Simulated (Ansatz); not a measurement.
Consider the substitution at a C–B bond: `CCBO[SiH3]` + `O[Si](O)(O)O` → `CCO[Si](O)(O)O` + `BO[SiH3]`.

Calculated with Ansatz (gas phase, PBE0-D4/def2-TZVP geometries, no zero-point term in ΔE). CCSD(T)/CBS is the MP2 limit (def2-TZVPP, def2-QZVPP) plus CCSD(T) − MP2 in def2-TZVPP, frozen cores. This one scheme is used for every species. Each species was taken in one conformer, which may not be the lowest.

```json
{"species": "`CCBO[SiH3]`", "MP2/def2-TZVPP energy (Eh)": "-470.44509"}
{"species": "`O[Si](O)(O)O`", "MP2/def2-TZVPP energy (Eh)": "-592.18015"}
{"species": "`CCO[Si](O)(O)O`", "MP2/def2-TZVPP energy (Eh)": "-670.60672"}
{"species": "`BO[SiH3]`", "MP2/def2-TZVPP energy (Eh)": "-391.98480"}
```

Problem. Work out ΔE.

Solution. ΔE = (-670.60672) + (-391.98480) − (-470.44509) − (-592.18015) = 0.03372 Eh = +88.5 kJ/mol. CCSD(T)/CBS gives +86.2 kJ/mol.

Largest T1 diagnostic among the species: 0.013.

The D4 term adds −4.5 kJ/mol with B3LYP and −2.7 kJ/mol with PBE0; it sums over pairs of atoms, weighted by their polarisabilities, and B3LYP, whose exchange is more repulsive, gets the larger term. In def2-TZVPP, CCSD(T) changes the Hartree–Fock value by +8.7 kJ/mol (the triples alone add −0.2 kJ/mol) and MP2 by +13.7 kJ/mol.

B3LYP here is the variant with VWN-RPA as its local correlation; programs differ in this.
